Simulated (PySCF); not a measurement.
What settings do to a single point of [Pb(NH3)3]2+

The sound run of [Pb(NH3)3]2+ (singlet) uses PySCF 2.14.0, RKS BP86, Pb def2-SVP with ECP60, N def2-SVP, H def2-SVP; non-relativistic Hamiltonian with scalar-relativistic core potentials where named; density fitting; no spin-orbit coupling, grid (50, 194), threshold 1e-8 Eh and 55 cycles, at the relaxed geometry:

```xyz
13

Pb    0.0000    0.0000   -1.1669
N     2.1213    0.0480    0.1897
H     2.0456   -0.0352    1.2193
H     2.7595   -0.7147   -0.1071
H     2.6533    0.9214    0.0188
N    -1.1022    1.8131    0.1897
H    -0.9923    1.7892    1.2193
H    -0.7608    2.7472   -0.1071
H    -2.1246    1.8372    0.0188
N    -1.0191   -1.8611    0.1897
H    -1.0533   -1.7540    1.2193
H    -1.9987   -2.0325   -0.1071
H    -0.5287   -2.7586    0.0188
```

There Pb1 has a Mulliken charge of 0.98 e and the dipole about the centre of mass is 7.11 D. Each run below changes one thing and starts from free metal ions and neutral atoms unless it says otherwise; with 55 cycles, smearing, a level shift and second-order steps follow where DIIS fails, and their cycles count. Energy shifts count from the sound run.

| change | outcome | cycles | energy shift (eV) | largest force component (eV/Å) | charge on Pb1 (e) | dipole about the centre of mass (D) |
| --- | --- | --- | --- | --- | --- | --- |
| grid (30, 86) | converged | 9 | -0.0103 | 0.03 | 0.98 | 7.11 |
| cycle limit 3 | not converged | 3 | – | – | – | – |
| start from the bare core Hamiltonian, limit 95 cycles | converged | 14 | 0.0000 | 0.02 | 0.98 | 7.11 |

Problem. How does the run with this change end: all coordinates × 1.05?

Solution. outcome converged, cycles 8, energy shift (eV) 0.55, largest force component (eV/Å) 1.78, charge on Pb1 (e) 1.01, dipole about the centre of mass (D) 6.94.

Forces carry noise of the integration grid, about 0.01 to 0.03 eV/Å.
